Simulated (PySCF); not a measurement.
The same groups moved round the core (quinoline fluoro+boryl). Gas-phase values, no solvent. One relaxed conformer stands for each flexible species; it need not be the lowest. Strings in code marks are SMILES.

The four lowest singlet excitations (Tamm–Dancoff). Calculation: PBE-D3(BJ)/def2-TZVP // B3LYP-D3(BJ)/def2-SVP (PySCF 2.14.0). Excitations are Tamm–Dancoff values on a coarser integration grid. The basis has no diffuse functions, so Rydberg states are missing or too high.

```tsv
state	energy (eV)	wavelength (nm)	oscillator strength
S1	2.88	431	0.041
S2	3.10	400	0.001
S3	3.42	363	0.062
S4	4.52	274	0.000
```

Problem. Which member gives these states?
(A) `Bc1cc(F)nc2ccccc12`
(B) `Bc1cc2cccnc2cc1F`
(C) `Bc1cc2ncccc2cc1F`
(D) `Bc1ccc(F)c2ncccc12`

Solution. A, `Bc1cc(F)nc2ccccc12`
